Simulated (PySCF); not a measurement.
**Mayer bond orders and bond lengths**

C4H10FNSi2.
SMILES with atom numbers: `[CH:1]#[C:2][SiH2:3][CH2:4][Si@@H:5]([F:6])[NH:7][CH3:8]` (hydrogens: H9 on C1; H10, H11 on Si3; H12, H13 on C4; H14 on Si5; H15 on N7; H16, H17, H18 on C8)

Cartesian coordinates in Å at the GFN2-xTB level; atoms count from 1:
```xyz
18
C4H10FNSi2 angstrom
C     -3.338    1.964   -0.342
C     -2.995    0.818   -0.224
Si    -2.449   -0.938   -0.051
C     -0.695   -0.991    0.675
Si     0.572    0.029   -0.280
F      0.398    1.594    0.078
N      2.132   -0.370    0.309
C      3.323    0.372   -0.037
H     -3.634    2.969   -0.444
H     -2.462   -1.560   -1.383
H     -3.385   -1.633    0.845
H     -0.728   -0.632    1.704
H     -0.373   -2.030    0.724
H      0.393    0.023   -1.730
H      2.337   -1.336    0.507
H      3.061    1.421   -0.135
H      3.766    0.036   -0.981
H      4.069    0.269    0.753
```

Bond orders from the PBE0/pcSseg-1 density (PySCF). One conformer (not necessarily the lowest) at the GFN2-xTB geometry, without solvent, vibrations or thermal averaging.

**Question.** How far do the computed orders between heavy atoms stray from the drawn ones?

**Answer.** The largest departure is 0.448, at C1–C2 (drawn triple, 2.552). Drawn double or triple, more than 0.30 short of the drawn order: C1–C2 (2.552).

**Question.** Set the Mayer orders of the bonds beside their lengths.

**Answer.** 
```
   bond  drawn as  length (Å)  Mayer order
  C1–C2    triple       1.202        2.552
 C2–Si3    single       1.847        0.920
 Si3–C4    single       1.899        0.925
 C4–Si5    single       1.887        0.880
 Si5–F6    single       1.615        0.919
 Si5–N7    single       1.714        1.023
  N7–C8    single       1.445        0.959
  C1–H9    single       1.052        1.089
Si3–H10    single       1.470        0.949
Si3–H11    single       1.471        0.942
 C4–H12    single       1.090        0.929
 C4–H13    single       1.089        0.935
Si5–H14    single       1.462        0.879
 N7–H15    single       1.008        0.934
 C8–H16    single       1.087        0.964
 C8–H17    single       1.095        0.967
 C8–H18    single       1.091        0.971
```

Bonds between the same two heavy elements. C–Si: lowest C4–Si5 (0.880, 1.887 Å), highest Si3–C4 (0.925, 1.899 Å); in 1 of the 3 pairs the longer bond (by over 0.003 Å) has the higher order (by 0.02 or more).

**Question.** Sum the orders of all bonds at each heavy atom with more than one neighbour and set the sums beside the valence in the SMILES.

**Answer.** C1 3.641 (drawn 4), C2 3.472 (drawn 4), Si3 3.736 (drawn 4), C4 3.669 (drawn 4), Si5 3.701 (drawn 4), N7 2.916 (drawn 3), C8 3.861 (drawn 4). Orders between atoms that aren't bonded are not in these sums.

For a closed shell the Mayer order of atoms A and B is Σ (PS)μν (PS)νμ over the basis functions μ on A and ν on B, with P the density and S the overlap matrix.
